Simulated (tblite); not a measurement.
Compound: C7H7O (doublet state).
Z-matrix (Å and degrees, GFN2-xTB geometry), rows numbered from 1:
```
C 
C   1  1.3271
C   2  1.4487  1  125.46
C   3  1.3278  2  128.66  1   179.84
C   4  1.4681  3  117.12  2  -179.95
C   5  1.5460  4  102.93  3    -0.09
C   3  1.5031  2  124.59  1    -0.12
O   7  1.2027  3  126.38  2     0.04
H   1  1.0759  2  121.94  3     0.01
H   1  1.0769  2  121.23  3  -179.96
H   2  1.0833  1  120.43  3   180.00
H   5  1.0917  4  111.12  3   119.99
H   5  1.0917  4  111.17  3  -120.23
H   6  1.0908  5  112.54  4  -119.08
H   6  1.0908  5  112.56  4   119.40
```

The geometry is computed with GFN2-xTB (gas phase). This method treats the open shell by occupation alone, without spin polarisation.

Take the most abundant isotopes and a rigid rotor. The values belong to one conformer with, in the numbering `[CH2:1]=[CH:2][C:3]1=[C:4][CH2:5][CH2:6][C:7]1=[O:8]`, C1–C2–C3–C4 180°.

(1) Give the principal moments of inertia and the rotational constants in cm⁻¹.

(2) Classify the top.

(3) Is it planar, by Δ = Ic − Ia − Ib?

(4) Give the coordinates in the principal-axis frame, origin at the centre of mass.

Results:

(1) Ia = 126.95, Ib = 273.75, Ic = 394.46 u·Å²; 505379 MHz·u·Å²/I gives 3981, 1846 and 1281 MHz, that is A = 0.13279, B = 0.06158, C = 0.04274 cm⁻¹.

(2) An asymmetric top; Ray's κ = -0.582.

(3) Not planar: Δ = Ic − Ia − Ib = -6.24 u·Å². For a rigid frame Δ = −2 Σ m c², so Σ m c² = 3.12 u·Å² lies off the ab plane, practically all of it from hydrogen. The atom farthest from that plane is 0.88 Å away.

(4) The sense of each axis is arbitrary; atoms in the order of the calculation.
```
atom  mass (u)   a (Å)   b (Å)   c (Å)
  C1    12.000   2.673  -0.088  -0.001
  C2    12.000   1.667  -0.953   0.001
  C3    12.000   0.260  -0.606   0.001
  C4    12.000  -0.793  -1.413   0.000
  C5    12.000  -2.119  -0.783  -0.001
  C6    12.000  -1.785   0.726   0.001
  C7    12.000  -0.271   0.800   0.000
  O8    15.995   0.382   1.810   0.000
  H9     1.008   2.510   0.975  -0.003
 H10     1.008   3.697  -0.423  -0.001
 H11     1.008   1.860  -2.019   0.003
 H12     1.008  -2.692  -1.074  -0.884
 H13     1.008  -2.696  -1.077   0.878
 H14     1.008  -2.174   1.239   0.881
 H15     1.008  -2.176   1.243  -0.877
```

For this open shell read J as N, the rotation without spin; fine and hyperfine splittings come on top. Its GFN2-xTB frequencies are all real (lowest 65 cm⁻¹). Constants of a rigid frame at the computed geometry: no zero-point averaging, no centrifugal distortion.
